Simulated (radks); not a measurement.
Question: Ge3+, 29 electrons, occupied as [Ar] 3d10 4s1. Calculated with a radial shooting solver on a logarithmic mesh with Libxc functionals: Dirac Kohn-Sham, PBEsol, spin-unpolarised, spherical densities, finite nucleus; Fermi nuclear charge, rms radius 4.0742 fm. Some entries of the table are withheld. Estimate them.

| orbital | occ. | eigenvalue (Ry) | <1/r> (bohr^-1) | <r^2> (bohr^2) |
|---|---|---|---|---|
| 1s1/2 | 2 | -807.2546 | 32.37 | 0.002976 |
| 2s1/2 | 2 | -103.2014 | 7.145 | 0.05204 |
| 2p1/2 | 2 | -92.10294 | 7.109 | (1) |
| 2p3/2 | 4 | -89.76272 | 6.915 | (2) |
| 3s1/2 | 2 | -14.85347 | 2.291 | 0.4499 |
| 3p1/2 | 2 | -11.19360 | 2.165 | 0.4816 |
| 3p3/2 | 4 | -10.87897 | 2.119 | 0.4976 |
| 3d3/2 | 4 | (3) | 1.802 | 0.6607 |
| 3d5/2 | 6 | (4) | 1.790 | 0.6696 |
| 4s1/2 | 1 | -2.96813 | 0.7147 | 3.851 |

Answer: 
(1) 2p1/2 <r^2> (bohr^2): 0.04037
(2) 2p3/2 <r^2> (bohr^2): 0.04187
(3) 3d3/2 eigenvalue (Ry): -4.66450
(4) 3d5/2 eigenvalue (Ry): -4.62093
